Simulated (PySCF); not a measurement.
Zn(Me) (CH₃Zn), SMILES [CH3][Zn] (connectivity only; charge and spin as stated), neutral, multiplicity 2. Geometry optimised at PBE-D3(BJ)/def2-TZVP. The multiplicity is an assumed one; other spin states were not compared. The isomer is the one that the SMILES or the coordinates give; other isomers of the formula were not compared.

Level of theory: PBE-D3(BJ)/def2-TZVP (PySCF).

Harmonic wavenumbers (cm⁻¹): 412, 584, 584, 1047, 1386, 1386, 2976, 3086, 3086. Rotational constants (GHz): 153.6, 8.970, 8.970; symmetry number 3.

### Question
Work out the zero-point energy and the ideal-gas rigid-rotor harmonic-oscillator thermochemistry at 298.15 K and 1 atm.

### Answer
ZPE = ½ Σ hcν = ½ × 14547 cm⁻¹ = 20.80 kcal/mol. H − E(el) = 23.59 kcal/mol. Entropy in cal/(mol K): translation 39.07, rotation 18.61, vibration 1.99, spin 1.38, total 61.05. G − E(el) = 5.39 kcal/mol. Cp = 12.08 cal/(mol K).
